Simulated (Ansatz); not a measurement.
Input for Ansatz (a first-principles code): U-B3LYP/def2-TZVPP on TiAl, 2S+1 = 6, a spin state set in the input, which need not be the lowest, a point of a bond scan (R = 2.501 Å).

Ansatz 0.2 input:
```yaml
crystal:
  periodic: [false, false, false]
  atoms:
    - {symbol: Ti, position_ang: [0.00000000, 0.00000000, 0.00000000]}
    - {symbol: Al, position_ang: [0.00000000, 0.00000000, 2.50139000]}
basis:
  gaussian:
    orbitals: def2-TZVPP
    pivot_positions_ang: [[0.00000000, 0.00000000, 0.00000000], [0.00000000, 0.00000000, 2.50139000]]
hamiltonian:
  xc: {name: B3LYP}
magnetization: {spin_polarized: true, initial_magnetization: 5}
output: {forces: true, orbitals: {seedname: ./end}}
```

Program output:

```
WARN ansatz: RAYON_NUM_THREADS=2 ignored (pool sized by the plan → 2); use --threads N
Functional definition: B3LYP
integrals: 0.03 GiB planned
791 factors; their error is unknown
mean field: 0.47 GiB planned
mean field evaluation 1: about -29674.7715 eV, gradient 8.5e1 eV
mean field evaluation 2: about -29554.8083 eV, gradient 1.7e2 eV
mean field evaluation 4: about -29708.9902 eV, gradient 5.3e0 eV
mean field evaluation 8: about -29709.1407 eV, gradient 1.6e-1 eV
mean field evaluation 16: about -29709.2532 eV, gradient 2.6e-3 eV
mean field evaluation 32: about -29709.2532 eV, gradient 2.9e-6 eV
mean field -29709.25322061 eV, -1091.7949182022 hartree, gradient 2.5e-6 eV, S^2 8.751772; 4 other end points of the search recorded, 0 dependent functions left out
the calculation of the forces begins
reference -29709.25339319 eV, -1091.7949245446 hartree; 20, 15 occupied and 86, 91 virtual orbitals, 791 factors
Total energy: -29709.25339319 eV, -1091.7949245446 hartree
Atom 0 at     0.000000     0.000000     0.000000 Å, force    -0.000000    -0.000000    -0.049631 eV/Å
Atom 1 at     0.000000     0.000000     2.501390 Å, force     0.000000     0.000000     0.049631 eV/Å
Dipole moment:    -0.000000    -0.000000    -0.516231 e Å
```

Self-consistency was reached.

Cost: very roughly 13 core-seconds.
